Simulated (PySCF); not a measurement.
C$_{4}$H$_{8}$NO (SMILES [CH2]C(=O)N(C)C), doublet (typed; the unrestricted solution is spin-contaminated), at a GFN2-xTB geometry; CCSD(T)/STO-3G in PySCF.

PySCF was given this input:
```python
from pyscf import gto, scf, cc

mol = gto.M(
    atom='''
C     1.659766   -0.942007   -0.153163
C     0.794344    0.148465    0.134096
O     1.208022    1.205127    0.615242
N    -0.553754   -0.021859   -0.120372
C    -1.467719    1.005559    0.303373
C    -1.128540   -1.214969   -0.685988
H     1.318258   -1.926775   -0.404612
H     2.710339   -0.791437    0.012727
H    -2.066994    1.356350   -0.540332
H    -2.137777    0.632402    1.083308
H    -0.878152    1.831237    0.698931
H    -0.571829   -1.539551   -1.565524
H    -1.158618   -2.035365    0.039508
H    -2.150228   -0.997155   -0.993250
''',
    basis='sto-3g',
    charge=0,
    spin=1,
    verbose=4,
)

mf = scf.UHF(mol)
mf.kernel()

mycc = cc.CCSD(mf)
mycc.kernel()
et = mycc.ccsd_t()
print('E(CCSD(T)) = %.10f' % (mycc.e_tot + et))
```

**Question.** Predict the main parts of the log of this PySCF run.

**Answer.** 
```
PySCF version 2.14.0

[INPUT] verbose = 4
[INPUT] num. atoms = 14
[INPUT] num. electrons = 47
[INPUT] charge = 0
[INPUT] spin (= nelec alpha-beta = 2S) = 1
[INPUT] symmetry False subgroup None
[INPUT] Mole.unit = angstrom
[INPUT] Symbol           X                Y                Z      unit          X                Y                Z       unit  Magmom
[INPUT]  1 C      1.659766000000  -0.942007000000  -0.153163000000 AA    3.136503170865  -1.780135237423  -0.289436122417 Bohr   0.0
[INPUT]  2 C      0.794344000000   0.148465000000   0.134096000000 AA    1.501092608692   0.280558189084   0.253404714400 Bohr   0.0
[INPUT]  3 O      1.208022000000   1.205127000000   0.615242000000 AA    2.282830732449   2.277359975319   1.162638880330 Bohr   0.0
[INPUT]  4 N     -0.553754000000  -0.021859000000  -0.120372000000 AA   -1.046443400382  -0.041307523357  -0.227470113066 Bohr   0.0
[INPUT]  5 C     -1.467719000000   1.005559000000   0.303373000000 AA   -2.773586937821   1.900231112092   0.573291883588 Bohr   0.0
[INPUT]  6 C     -1.128540000000  -1.214969000000  -0.685988000000 AA   -2.132631520617  -2.295958659837  -1.296329444738 Bohr   0.0
[INPUT]  7 H      1.318258000000  -1.926775000000  -0.404612000000 AA    2.491146581517  -3.641077053659  -0.764605866713 Bohr   0.0
[INPUT]  8 H      2.710339000000  -0.791437000000   0.012727000000 AA    5.121798414728  -1.495599174847   0.024050544387 Bohr   0.0
[INPUT]  9 H     -2.066994000000   1.356350000000  -0.540332000000 AA   -3.906052561119   2.563130029054  -1.021079496338 Bohr   0.0
[INPUT] 10 H     -2.137777000000   0.632402000000   1.083308000000 AA   -4.039813045394   1.195066580627   2.047155428550 Bohr   0.0
[INPUT] 11 H     -0.878152000000   1.831237000000   0.698931000000 AA   -1.659466775739   3.460536399170   1.320788169968 Bohr   0.0
[INPUT] 12 H     -0.571829000000  -1.539551000000  -1.565524000000 AA   -1.080600200084  -2.909329744800  -2.958411601434 Bohr   0.0
[INPUT] 13 H     -1.158618000000  -2.035365000000   0.039508000000 AA   -2.189470702991  -3.846282413525   0.074659299729 Bohr   0.0
[INPUT] 14 H     -2.150228000000  -0.997155000000  -0.993250000000 AA   -4.063342025371  -1.884349853741  -1.876970473224 Bohr   0.0

nuclear repulsion = 242.638001373072
number of shells = 26
number of NR pGTOs = 114
number of NR cGTOs = 38
basis = sto-3g
ecp = {}

******** <class 'pyscf.scf.uhf.UHF'> ********
method = UHF
initial guess = minao
damping factor = 0
level_shift factor = 0
DIIS = <class 'pyscf.scf.diis.CDIIS'>
diis_start_cycle = 1
diis_space = 8
diis_damp = 0
SCF conv_tol = 1e-09
SCF conv_tol_grad = None
SCF max_cycles = 50
direct_scf = True
direct_scf_tol = 1e-13
number electrons alpha = 24  beta = 23
Set gradient conv threshold to 3.16228e-05
init E= -283.122912583616

cycle= 1 E= -281.552776467779  delta_E= 1.57  |g|= 0.484  |ddm|= 3.33
cycle= 2 E= -281.681163961291  delta_E= -0.128  |g|= 0.421  |ddm|= 1.25
cycle= 3 E= -281.776060216095  delta_E= -0.0949  |g|= 0.0686  |ddm|= 0.515
cycle= 4 E= -281.787141566755  delta_E= -0.0111  |g|= 0.0404  |ddm|= 0.206
cycle= 5 E= -281.792159906525  delta_E= -0.00502  |g|= 0.0319  |ddm|= 0.138
cycle= 6 E= -281.795866044081  delta_E= -0.00371  |g|= 0.0302  |ddm|= 0.107
cycle= 7 E= -281.800282870583  delta_E= -0.00442  |g|= 0.0268  |ddm|= 0.133
cycle= 8 E= -281.80579651694  delta_E= -0.00551  |g|= 0.0146  |ddm|= 0.421
cycle= 9 E= -281.806094866288  delta_E= -0.000298  |g|= 0.00906  |ddm|= 0.167
cycle= 10 E= -281.806294441184  delta_E= -0.0002  |g|= 0.00747  |ddm|= 0.132
cycle= 11 E= -281.806501935298  delta_E= -0.000207  |g|= 0.00198  |ddm|= 0.0686
cycle= 12 E= -281.806517538005  delta_E= -1.56e-05  |g|= 0.000486  |ddm|= 0.0115
cycle= 13 E= -281.806518466823  delta_E= -9.29e-07  |g|= 0.000204  |ddm|= 0.00242
cycle= 14 E= -281.806518606388  delta_E= -1.4e-07  |g|= 0.000142  |ddm|= 0.00225
cycle= 15 E= -281.80651869443  delta_E= -8.8e-08  |g|= 8.71e-05  |ddm|= 0.000679
cycle= 16 E= -281.806518749624  delta_E= -5.52e-08  |g|= 3.36e-05  |ddm|= 0.000842
cycle= 17 E= -281.806518760643  delta_E= -1.1e-08  |g|= 1.52e-05  |ddm|= 0.000471
cycle= 18 E= -281.806518761996  delta_E= -1.35e-09  |g|= 5.93e-06  |ddm|= 0.000164
cycle= 19 E= -281.80651876214  delta_E= -1.44e-10  |g|= 1.78e-06  |ddm|= 4.63e-05
Extra cycle  E= -281.806518762145  delta_E= -5.12e-12  |g|= 1.08e-06  |ddm|= 3.21e-06
converged SCF energy = -281.806518762145  <S^2> = 1.0347547  2S+1 = 2.2669404

******** <class 'pyscf.cc.uccsd.UCCSD'> ********
CC2 = 0
CCSD nocc = (np.int64(24), np.int64(23)), nmo = (38, 38)
max_cycle = 50
direct = 0
conv_tol = 1e-07
conv_tol_normt = 1e-06
diis_space = 6
diis_start_cycle = 0
diis_start_energy_diff = 1e+09
Init t2, MP2 energy = -0.263149563170573
Init E_corr(UCCSD) = -0.263149563171762
cycle = 1  E_corr(UCCSD) = -0.313208458231774  dE = -0.0500588951  norm(t1,t2) = 0.110639
cycle = 2  E_corr(UCCSD) = -0.333158056152774  dE = -0.0199495979  norm(t1,t2) = 0.0587466
cycle = 3  E_corr(UCCSD) = -0.352220810868867  dE = -0.0190627547  norm(t1,t2) = 0.0412733
cycle = 4  E_corr(UCCSD) = -0.355194782334005  dE = -0.00297397147  norm(t1,t2) = 0.0188053
cycle = 5  E_corr(UCCSD) = -0.35517589616601  dE = 1.8886168e-05  norm(t1,t2) = 0.0102736
cycle = 6  E_corr(UCCSD) = -0.355765193813257  dE = -0.000589297647  norm(t1,t2) = 0.00403392
cycle = 7  E_corr(UCCSD) = -0.355845599941003  dE = -8.04061277e-05  norm(t1,t2) = 0.00218888
cycle = 8  E_corr(UCCSD) = -0.355906635627666  dE = -6.10356867e-05  norm(t1,t2) = 0.00145684
cycle = 9  E_corr(UCCSD) = -0.35591316953873  dE = -6.53391106e-06  norm(t1,t2) = 0.00101664
cycle = 10  E_corr(UCCSD) = -0.355909624221679  dE = 3.54531705e-06  norm(t1,t2) = 0.000427166
cycle = 11  E_corr(UCCSD) = -0.355895717430846  dE = 1.39067908e-05  norm(t1,t2) = 0.000203339
cycle = 12  E_corr(UCCSD) = -0.355885040440444  dE = 1.06769904e-05  norm(t1,t2) = 0.000129324
cycle = 13  E_corr(UCCSD) = -0.355874943774057  dE = 1.00966664e-05  norm(t1,t2) = 9.66633e-05
cycle = 14  E_corr(UCCSD) = -0.355868925415435  dE = 6.01835862e-06  norm(t1,t2) = 6.90682e-05
cycle = 15  E_corr(UCCSD) = -0.355866460603769  dE = 2.46481167e-06  norm(t1,t2) = 4.40373e-05
cycle = 16  E_corr(UCCSD) = -0.355866612551441  dE = -1.51947673e-07  norm(t1,t2) = 2.66436e-05
cycle = 17  E_corr(UCCSD) = -0.355867699379486  dE = -1.08682804e-06  norm(t1,t2) = 1.75929e-05
cycle = 18  E_corr(UCCSD) = -0.355868502973811  dE = -8.03594325e-07  norm(t1,t2) = 1.11179e-05
cycle = 19  E_corr(UCCSD) = -0.355868748263094  dE = -2.45289283e-07  norm(t1,t2) = 5.26916e-06
cycle = 20  E_corr(UCCSD) = -0.355868848146635  dE = -9.98835407e-08  norm(t1,t2) = 2.51693e-06
cycle = 21  E_corr(UCCSD) = -0.355868955755392  dE = -1.07608757e-07  norm(t1,t2) = 1.21517e-06
cycle = 22  E_corr(UCCSD) = -0.35586903336304  dE = -7.76076481e-08  norm(t1,t2) = 7.16084e-07
UCCSD converged
E(UCCSD) = -282.1623877955081  E_corr = -0.3558690333630401
UCCSD(T) correction = -0.00605771302040074
E(CCSD(T)) = -282.1684455085
```
